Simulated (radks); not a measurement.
The numbers below are computed, except where a source is named.
Spherical jellium clusters: N electrons in a uniform positive sphere of charge N and radius rs N^(1/3), rs = 2.64 bohr. Level of theory: non-relativistic Kohn-Sham, PBE, spin-polarised, spherical densities (a radial shooting solver with Libxc functionals). Levels are named by radial order and angular momentum (1s, 1p, 1d, 2s, ...), and open shells are averaged over m. At N = 14 the configuration is 1s2 1p6 1d(up 5, down 0) 2s(up 1, down 0). The background grows by one charge. Does electron 15 go into 2s down or 1d down or 1f up?

Answer. Into 1d down. The total energies of the other choices lie higher by 0.719 eV (2s down), 1.67 eV (1f up).
